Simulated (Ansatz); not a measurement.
Isomers of AgSe$_{2}$ (doublet), relaxed with B3LYP-D4/def2-TZVP; total energies from Ansatz at B2PLYP/def2-TZVP.

| isomer | description | energy (Eh) |
| --- | --- | --- |
| A | point group C2v; 2 × Ag–Se 2.62 Å; 1 × Se–Se 2.36 Å | -4949.22543 |
| B | point group Cs; 1 × Ag–Se 2.49 Å; 1 × Se–Se 2.26 Å | -4949.22782 |

In the def2 sets Ag takes a core potential; there is no spin–orbit coupling. Correlated methods freeze 18 core orbitals; core or outer-core shells of Ag, Se are correlated, in sets that lack core-valence functions.

The isomers come from a short search, and lower ones may exist.

Q: Work out the relative energies (1 Eh = 2625.5 kJ/mol) and the Boltzmann populations at 500 K from electronic energies alone (R = 8.314 J/mol/K).

A: ΔE: A 6.3, B 0.0 kJ/mol. RT = 4.16 kJ/mol. Factors exp(−ΔE/RT): A 0.22, B 1; sum 1.220. Populations: A 18.0 %, B 82.0 %. Zero-point energy, vibrational entropy and symmetry numbers are left out and can shift these; an error of 4 kJ/mol changes a ratio by a factor of 2.6. Over the other density-functional and correlated levels in def2 sets, the gap between B and A ranges from -11 to 20 kJ/mol.
